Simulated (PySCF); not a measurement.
## In (indium, neutral) across methods

[Kr] 4d10 5s1 5p1 5d1, one real determinant (an excited configuration). Calculation: PySCF 2.14, in x2c-QZVPPall with one added diffuse shell each of s, p, d, f type (14s10p8d5f1g, 128 functions); scalar relativity by spin-free X2C-1e.

| method | E (hartree) | mean ε 5s α (eV) | mean ε 5p α (eV) | mean ε 5d α (eV) | Σ⟨r²⟩ (bohr²) | ⟨S²⟩ |
| --- | --- | --- | --- | --- | --- | --- |
| LDA | -5874.83 | -12.544 | -5.886 | -0.773 | 95.73 | 3.751 |
| PBE | -5880.25 | -12.294 | -5.837 | -0.855 | 97.73 | 3.751 |
| PBE0 | -5880.33 | -13.404 | -6.776 | -1.075 | 98.38 | 3.751 |
| r2SCAN | -5880.67 | -12.611 | -6.156 | -0.750 | 97.79 | 3.753 |

**Question.** Estimate the same row for UHF.

**Answer.** E (hartree) = -5878.03079; mean ε 5s α (eV) = -16.055; mean ε 5p α (eV) = -9.175; mean ε 5d α (eV) = -1.496; Σ⟨r²⟩ (bohr²) = 100.9; ⟨S²⟩ = 3.752.

⟨L²⟩ = 8.00 against 12 for a pure F term, so this real determinant mixes terms. The outer electron is Rydberg-like, and this basis confines it to a smaller radius and binds it less than a complete one would.
